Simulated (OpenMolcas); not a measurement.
Ti2+: the spin-orbit constant, Racah parameters, worked from levels

```yaml
Program: OpenMolcas
Basis: ANO-RCC-VTZP [6s5p3d2f1g]
Scalar_Hamiltonian: DKH2, point nucleus
Active_space: 2 electrons in 6 orbitals (3d 4s)
State_averaging: 2S+1 = 3 even, 15 roots; 2S+1 = 1 even, 20 roots
Spin-orbit_coupling: RASSI with atomic mean-field integrals over the reference wave functions, term energies averaged over their components
```

Methods: CASSCF; MS-CASPT2, IPEA 0.25 Eh, imaginary shift 0.1 Eh (closed shells correlated: 3s 3p). Measured levels: Corliss and Sugar, J. Phys. Chem. Ref. Data 8, 1 (1979).

**The spin-orbit constant.** For the Hund term ³F of d2, E(J) = (A/2) J(J+1) + constant and ζ = 2S·A = 2A. From J = 2 to J = 4 the energy changes by 7 A.

```tsv
Source	E(4) - E(2)	A	ζ
CASSCF	454.3	64.9	130
MS-CASPT2	455.4	65.1	130
measured	420.4	60.1	120
```

All in cm-1. MS-CASPT2 is off by +8.3 % and CASSCF by +8.1 %. Both methods take the spin-orbit matrix elements from the reference wave functions, so the second can move ζ only through the term energies and any multistate remixing. Second-order mixing with other terms is absorbed into this ζ.

**Racah parameters.** Above ³F, d2 has ³P at 15B, ¹G at 12B + 2C and ¹D at 5B + 2C. The first two fix B and C, and the third tests them; where it misses by thousands of cm-1, two parameters do not describe the configuration (Trees and configuration-interaction terms are left out) and B and C hang on the terms chosen. Term energies are centres of gravity, weighted by 2J + 1.

```csv
Source,³P,¹G,B,C,C/B,"¹D from B, C",¹D found
CASSCF,13642,17122,909,3104,3.41,10753,10714
MS-CASPT2,10923,14438,728,2850,3.91,9340,7834
measured,10420,14156,695,2910,4.19,9295,8232
```

Energies in cm-1. From CASSCF to MS-CASPT2, B changes by -19.9 % and C by -8.2 %. Against the measured terms, MS-CASPT2 has B off by +4.7 % and C by -2.1 %.

CASPT2 breaks the degeneracy within a term, and the mean is taken; among the terms shown or strongly mixed into the levels shown the widest spread is 760 cm-1 (3d² ¹G, MS-CASPT2). Without dynamic correlation excited terms often stand tens of per cent too high (terms of higher spin than the ground term too low), and those without a measured partner can miss by more than the paired ones (holds for CASSCF). Computed and measured levels are paired by configuration, term and J; levels that our copy of the source lacks, or whose pairing is in doubt (as where it misses far off the trend of its configuration), stay unpaired and out of the deviations. Only configurations of the active space appear.
